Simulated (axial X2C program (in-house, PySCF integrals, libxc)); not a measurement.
**Spin–orbit effects down a group: molecules with I (ions), CCSD**

Calculated with an in-house relativistic program for diatomic molecules, spin-free (one-electron X2C) or two-component (2c: spin–orbit coupling with atomic mean-field Coulomb and Gaunt terms, which also bring small scalar terms), in Dyall basis sets with cores contracted in-house; open shells are unrestricted.

Basis sets: Be dyall-av3z, I dyall-acv3z, Mg dyall-av3z, Sr dyall-acv3z. Frozen shells (counts by l): BeI⁻ I 4s3p2d, Be 1s, 10 electrons correlated; MgI⁻ I 4s3p2d, Mg 2s1p, 10 electrons correlated; SrI⁻ I 4s3p2d, Sr 4s3p1d, 10 electrons correlated. Coupled cluster in natural virtuals with an MP2 remainder. Where the outer core of a metal is frozen, bonds come out longer and ionisation energies lower.

```csv
molecule,spin-free state,Re (Å),ωe (cm⁻¹),De (eV),2c state,Re 2c (Å),ωe 2c (cm⁻¹),De 2c (eV)
BeI⁻,"M_S = 0, Λ = 0",2.485,289.1,0.68,Ω = 0,2.488,286.8,0.68
MgI⁻,"M_S = 0, Λ = 0",2.912,163.5,0.73,Ω = 0,2.915,162.6,0.73
SrI⁻,"M_S = 0, Λ = 0",3.227,120.4,1.29,Ω = 0,3.229,120.0,1.28
```

(1) Work out the shifts from the spin-free to the two-component result.

Fragments in 2c: I- + Be, I- + Mg, I- + Sr. Each entry is the lowest single determinant of a limited PBE0 search at one distance. De goes to single-determinant-based atoms at the same level (for ions the charge split of lowest energy) and is withheld (n/a) where an atom does not fit its ground term or J level. Main or longest-lived isotopes.

Results:

(1) 

```csv
molecule,2c state,ΔRe (Å),Δωe (cm⁻¹),ΔDe (eV)
BeI⁻,Ω = 0,0.003,-2.3,0.00
MgI⁻,Ω = 0,0.003,-0.9,0.00
SrI⁻,Ω = 0,0.002,-0.4,-0.01
```

Shifts of one unit in the last digit are rounding.
